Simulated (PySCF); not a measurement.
## Spectroscopy problems

Theoretical values (PySCF 2.14.0 with density-fitted response routines): NMR shieldings at PBE0/pcSseg-1/GIAO, geometry from GFN2-xTB. Non-relativistic, one computed conformer, in vacuum, equivalent nuclei averaged.

References, each an isolated molecule treated in the same way: ¹H (σref 31.72) and ¹³C (σref 186.93) against TMS. Splittings of carbon signals by F and P are missing where no couplings were computed. Where no couplings were computed, multiplicities follow the n + 1 count of equivalent neighbours, and m marks all less simple cases (inequivalent or close neighbours, rings, F or P nearby). Shifts are as computed. Against solution values, carbons near 30 ppm lie about +3 ppm off and those near 130 ppm about +5 ppm. Of 1211 compounds with measured shifts, 218 miss one by over three times the rms of a fit or turn the order of signals round; such compounds aren't used in these exercises.

Problem. C₂H₁₁FO₂Si₃. ¹H NMR (400 MHz, computed): δ 5.36 (m, 1H), 5.24 (s, 3H), 5.03 (m, 1H), 4.99 (m, 1H), 4.93 (m, 1H), 4.79 (m, 1H), 1.77 (m, 3H). ¹³C{¹H} NMR (computed): δ 90.4, 19.9. Identify the compound.

Solution. `C[C@H](F)[SiH2]O[SiH2]O[SiH3]`. The formula gives 0 degrees of unsaturation. 2 carbon signals for 2 carbons: no two carbons are equivalent. Carbon types of the structure: 1 × CH, 1 × CH3, leaving 7 H on heteroatoms. δC 90.4: sp3 CH bonded to F and Si; the inductive effect lowers its shielding. δC 19.9: methyl carbon; aliphatic region, no heteroatom directly attached. δH 4.79: hydrogen on an sp3 CH bonded to F and Si; its carbon carries F, which withdraws density. δH 1.77: hydrogen on a methyl carbon.

The shifts were computed for this structure.

Problem. C₅H₅F₃Si. ¹H NMR (400 MHz, computed): δ 7.45 (m, 1H), 6.88 (m, 1H), 6.84 (m, 1H), 3.27 (m, 2H). ¹³C{¹H} NMR (computed): δ 162.6 (CH), 142.9 (CH), 139.9 (CH), 135.5 (C), 48.3 (CH2). Identify the compound.

Solution. SMILES F[Si](F)(F)C1=CCC=C1. Rings plus π bonds: 3 (1 ring in the answer). 5 carbon signals for 5 carbons: no two carbons are equivalent. Carbon types of the structure: 1 × C, 3 × CH, 1 × CH2, which accounts for all hydrogens. δC 162.6, 142.9, 139.9: alkene CH; an sp2 carbon of a C=C bond. δC 135.5: fully substituted alkene carbon; as expected for a trigonal carbon in a double bond. δC 48.3: allylic sp3 CH2; aliphatic region, no heteroatom directly attached. δH 7.45, 6.88, 6.84: hydrogen on an alkene CH; attached to an sp2 carbon and in the plane of the double bond.

The data come from this structure; uniqueness wasn't tested.
